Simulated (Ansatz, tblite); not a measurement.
Spin states of BiIO (the lowest singlet isomer of a short search), each relaxed with B3LYP-D4/def2-TZVP in Ansatz. Electronic energies in the gas phase.

In the def2 sets Bi, I take a core potential; there is no spin–orbit coupling. The xTB rows come from tblite. Correlated methods freeze 9 core orbitals; core or outer-core shells of Bi, I are correlated, in sets that lack core-valence functions. In CCSD on the charge 0 quintet the largest single amplitude is 0.28, so its Hartree–Fock determinant may place the open shell otherwise than the density functionals do. The structure comes from a short search, and lower isomers may exist.

Singlet geometry (Cs within 0.1 Å):

```xyz
3

Bi   -0.055   -0.763   -0.645
O    -0.725    0.872   -1.352
I     0.779   -0.109    1.997
```

Triplet geometry (Cs within 0.1 Å):

```xyz
3

Bi   -0.148    0.222    1.161
O    -0.400    1.531   -0.445
I     0.548   -1.753   -0.716
```

Quintet geometry (Cs within 0.1 Å):

```
atom   x (Å)   y (Å)   z (Å)
 Bi1   0.236  -1.804   0.159
  O2  -0.543   0.135   0.690
  I3   0.307   1.669  -0.848
```

⟨S²⟩: triplet 2.01 at PBE0-D4/def2-TZVP (pure 2.00), quintet 6.02 at PBE0-D4/def2-TZVP (pure 6.00).

Run but left out: HF/def2-TZVP, HF/def2-TZVPP, PBE-QIDH/def2-TZVP (singlet: restricted singlet, unstable towards broken spin symmetry); MP2/def2-TZVP, MP2/def2-TZVPP (quintet: a determinant that CCSD turns far, T1 0.047).

Only these spin states were relaxed. The quintet has other bonds than the singlet, so the gap mixes isomer and spin.

```
                 level  triplet − singlet (kcal/mol)  quintet − singlet (kcal/mol)  lowest of these                                                                                    remarks
              GFN1-xTB                          60.6                         123.3          singlet                                                                                          –
              GFN2-xTB                          60.3                         127.3          singlet                                                                                          –
 LDA (SPW92)/def2-TZVP                          42.6                          83.4          singlet                                                                                          –
      PBE-D4/def2-TZVP                          36.4                          75.2          singlet                                                                                          –
   r2SCAN-D4/def2-TZVP                          29.6                          70.4          singlet                                                                                          –
    BHLYP-D4/def2-TZVP                          17.3                          66.7          singlet                                                                                          –
CAM-B3LYP-D4/def2-TZVP                          27.1                          72.5          singlet                                                                                          –
       CCSD/def2-TZVPP                          27.5                          73.6          singlet  large T1 (0.025) (singlet), large T1 (0.047) (quintet), restricted SCF unstable (singlet)
```

The xTB methods have no term that favours high spin, so they put low spin too low.
